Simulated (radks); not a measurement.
Valence configurations of the boron ion B+ (all share [He]). Method: scalar-relativistic Kohn-Sham, r2SCAN, spin-polarised, spherical densities, finite nucleus; open shells are filled with parallel spins first; meta-GGA in the generalised Kohn-Sham scheme; Fermi nuclear charge, rms radius 2.406 fm; computed with a radial shooting solver on a logarithmic mesh with Libxc functionals. Order these by energy: 2s1 2p1; 2s2; 2s1.5 2p0.5; 2p2; 2s0.5 2p1.5.

Answer. From the lowest, in eV above it: 2s2 0.000; 2s1.5 2p0.5 2.779; 2s1 2p1 4.096; 2s0.5 2p1.5 7.555; 2p2 10.960. NIST lists [He] 2s2 as the ground configuration; this level of theory agrees among the configurations tried. The energies are those of spherical high-spin densities, not of single terms.
